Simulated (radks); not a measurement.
The numbers below are computed, except where a source is named.
Problem. B II, configuration [He] 2s1 7f1 (not the ground configuration). Code: a radial shooting solver on a logarithmic mesh with Libxc functionals. Model: non-relativistic Kohn-Sham, PBE, spin-unpolarised, spherical densities, point nucleus. Some entries of the table are withheld. Estimate them.

orbital  occ.  eigenvalue (Ry)  <1/r> (bohr^-1)  <r^2> (bohr^2)
1s          2              (1)              (2)             (3)
2s          1         -2.22669              (4)             (5)
7f          1              (6)          0.04376            1152

Solution. 
(1) 1s eigenvalue (Ry): -15.43057
(2) 1s <1/r> (bohr^-1): 4.663
(3) 1s <r^2> (bohr^2): 0.1462
(4) 2s <1/r> (bohr^-1): 0.8785
(5) 2s <r^2> (bohr^2): 3.171
(6) 7f eigenvalue (Ry): -0.07281
